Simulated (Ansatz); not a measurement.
System: C₅H₇Ge (charge -1, singlet). It need not be the lowest isomer of its formula. Whether it binds its extra electron was not tested at this geometry. 
Structure (B3LYP-D3(BJ)/def2-TZVP (Ansatz, a program for electronic structure) minimum search):
```xyz
13

Ge    -1.5312     0.0251     0.0166
C      0.3795     0.0069    -0.0468
C      1.1663     0.3181    -1.1129
C      2.6306     0.2128    -0.8636
C      2.6667    -0.1876     0.4409
C      1.3024    -0.3593     1.0887
H     -2.1243     0.4558    -1.3509
H     -2.1951    -1.3473     0.3527
H     -2.1489     0.9966     1.0710
H      0.7496     0.6207    -2.0735
H      3.5669    -0.3839     1.0237
H      1.1218    -1.3847     1.4463
H      1.1549     0.2957     1.9613
```
Charge -1, spin multiplicity 1.

Total electronic energies in hartree. Cores are frozen in the correlated levels unless marked. No spin-orbit coupling. The frozen core is the preceding noble-gas configuration, with the filled d and f shells of earlier blocks. Non-relativistic. Basis-set limits of correlation are two-point, X^-3; Hartree-Fock from the larger set. [CCSD(T)-MP2]/basis is that difference in the basis named.

The Hartree-Fock reference is unstable (checked in the largest basis), which strains HF and MP2. 

```
level                                                                 program  energy (Eh)
-------------------------------------------------------------  --------------  -----------
HF/6-31G*                                                              Ansatz  -2268.34829
HF/cc-pVTZ                                                             Ansatz  -2268.76039
HF/cc-pVQZ                                                             Ansatz  -2268.77899
RI-HF/aug-cc-pVQZ                                                      Ansatz  -2268.78167
BLYP/def2-TZVPD                                                        Ansatz  -2271.68659
revPBE-D4/def2-TZVPD                                           Ansatz + dftd4  -2271.55624
revPBE/def2-TZVPD                                                      Ansatz  -2271.51298
B3LYP-D4/def2-TZVPD                                            Ansatz + dftd4  -2271.80198
PBE0/def2-SVP                                                          Ansatz  -2270.74518
PBE0-D3(BJ)/def2-TZVPD                                         Ansatz + dftd3  -2271.23462
HSE06/def2-TZVPD                                                       Ansatz  -2271.21308
CAM-B3LYP-D3(BJ)/def2-TZVPD                                    Ansatz + dftd3          [?]
LC-wPBE-D3(BJ)/def2-TZVPD                                      Ansatz + dftd3  -2271.32014
wB97M-V/def2-TZVPD                                                     Ansatz  -2271.51891
B2GP-PLYP-D4/def2-TZVPD                                        Ansatz + dftd4  -2270.94404
B2PLYP/def2-TZVPD                                                      Ansatz          [?]
RI-MP2/aug-cc-pVQZ                                                     Ansatz  -2269.78761
SCS-MP2/cc-pVDZ                                                        Ansatz  -2269.39345
CCSD/6-31G                                                             Ansatz  -2268.76788
CCSD/cc-pVDZ                                                           Ansatz  -2269.45931
CCSD(T)/STO-3G                                                         Ansatz  -2242.97500
CCSD(T)/cc-pVTZ                                                        Ansatz  -2269.78896
RI-MP2/CBS(aug-cc-pVTZ,aug-cc-pVQZ)+[CCSD(T)-MP2]/aug-cc-pVTZ          Ansatz   -2269.9148
```

Question: Some entries are withheld; supply them.

Answer: 
- CAM-B3LYP-D3(BJ)/def2-TZVPD, energy (Eh): -2271.74016
- B2PLYP/def2-TZVPD, energy (Eh): -2271.12818
